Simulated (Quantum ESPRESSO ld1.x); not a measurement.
The numbers below are computed, except where a source is named.
Q: The mean radii <r> (bohr) of the occupied orbitals of an atom or ion are listed with their occupations. Code: ld1.x of Quantum ESPRESSO 7.5. Model: Dirac Kohn-Sham, PBE, spin-unpolarised, spherical densities, point nucleus.

orbital  occ.      <r>
1s1/2       2  0.01714
2s1/2       2  0.07168
2p1/2       2  0.05906
2p3/2       4  0.06749
3s1/2       2   0.1865
3p1/2       2   0.1768
3p3/2       4   0.1923
3d3/2       4   0.1676
3d5/2       6   0.1723
4s1/2       2   0.4149
4p1/2       2   0.4179
4p3/2       4   0.4518
4d3/2       4   0.4617
4d5/2       6   0.4729
5s1/2       2   0.9540
4f5/2       6   0.5127
4f7/2       8   0.5200
5p1/2       2    1.036
5p3/2       4    1.137
5d3/2       4    1.609
5d5/2       5    1.681
6d3/2       1    10.39

Name the element and its charge. Open shells, if any, fill j = l - 1/2 first.

A: Z = 78, platinum, charge 0: Pt in [Xe] 4f14 5d9 6d1. The 1s radius gives Z: for a bare nucleus <r> = (2 gamma + 1)/(2Z) with gamma = sqrt(1 - (Z/c)^2), 0.01695 bohr for Z = 78, and screening makes it slightly larger (0.01714 here). The occupations add up to 78, and the charge is Z minus that.
